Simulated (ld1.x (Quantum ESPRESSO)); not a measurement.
Varying the ultrasoft potential for hafnium (Hf)

Base potential:

ld1.x (Quantum ESPRESSO) 7.5 input, shortened:

```
&input
   title='Hf', zed=72., rel=2, dft='BLYP', iswitch=3,
   config='[Xe] 4f14 5d1 6s0 6p0', rel_dist='average'
 /
 &inputp
   pseudotype=3, tm=.true., lloc=-1, rcloc=2.05,
   nlcc=.true., new_core_ps=.true., rcore=0.75,
   which_augfun='PSQ', rmatch_augfun_nc=.true.
 /
6
5S  1  0   2.00   0.00  1.45  1.55  0.0
6S  2  0   0.00   0.00  1.45  1.55  0.0
5P  2  1   6.00   0.00  2.25  2.50  0.0
6P  3  1   0.00   0.00  2.25  2.50  0.0
5D  3  2   1.00   0.00  1.80  2.05  0.0
5D  3  2   0.00  -0.55  1.80  2.05  0.0
 &test
   configts(1)='5s2 5p6 5d1 6s0 6p0'
 /
```

Open shells are filled in proportion to 2j + 1 (rel_dist='average').

All-electron outer shells of the reference configuration (BLYP, scalar-relativistic, ld1.x):

```
shell  level (eV)  outermost node (bohr)  outermost maximum (bohr)
   5s      -94.13                   0.55                      1.01
   5p      -62.36                   0.60                      1.16
   4f      -43.98                      –                      0.45
   5d      -27.15                   0.66                      1.59
   6s      -26.22                   1.34                      2.55
   6p      -19.55                   1.59                      3.08
```

Cutoffs, loose and tight: the cutoffs (Ry, on a coarse ladder) from which the occupation-weighted sum of valence levels, in a spherical-Bessel basis at the reference potential, stays within 10 and 1 mRy of its value at 400 Ry. They do not see the model core or the augmentation charge, which bear on the density cutoff. Test errors are all-electron minus pseudo excitation energies from the reference, over the configurations 5s2 5p6 5d2 6s2 6p0; 5s2 5p6 5d2 6s1 6p0; 5s2 5p6 5d2 6s0 6p0; 5s2 5p6 5d2 6s1.5 6p0; 5s1 5p6 5d2 6s2 6p0; 5s2 5p6 5d3 6s0 6p0; 5s2 5p6 5d2 6s1 6p1. A dash means not determined; rows that change the core or the reference have their own tests.

Cutoffs are not given where the Bessel-basis levels miss the radial ones by over 6 mRy, ghosts where they miss by over 20 mRy; a channel whose overlap is not positive is not tested.

A file whose overlap is not positive is unfit for use, and its test errors describe a broken file.

```tsv
change	outcome	bound ghosts	largest test error (meV)
base	generated, overlap not positive	not determined (overlap not positive)	-81
waves 5d (bound): rcut 1.22, rcutus 1.30 bohr; 5d channel at -0.55 Ry: rcut 1.22, rcutus 1.30 bohr	generated, overlap not positive	not determined (overlap not positive)	-127
waves 5d (bound): rcut 1.52, rcutus 1.62 bohr; 5d channel at -0.55 Ry: rcut 1.52, rcutus 1.62 bohr	generated, overlap not positive	not determined (overlap not positive)	-96
waves 5d (bound): rcut 1.80, rcutus 2.04 bohr; 5d channel at -0.55 Ry: rcut 1.80, rcutus 2.04 bohr	generated, overlap not positive	not determined (overlap not positive)	-81
waves 5d (bound): rcut 1.80, rcutus 2.44 bohr; 5d channel at -0.55 Ry: rcut 1.80, rcutus 2.44 bohr	generated, overlap not positive	not determined (overlap not positive)	-163
waves 5d (bound): rcut 1.80, rcutus 2.78 bohr; 5d channel at -0.55 Ry: rcut 1.80, rcutus 2.78 bohr	generated, overlap not positive	not determined (overlap not positive)	7 of 7 tests not solved or not reliable
waves 5d (bound): rcut 1.80, rcutus 3.02 bohr; 5d channel at -0.55 Ry: rcut 1.80, rcutus 3.02 bohr	generated, overlap not positive	not determined (overlap not positive)	test run stopped at test 1 of 7 (negative norm?)
```
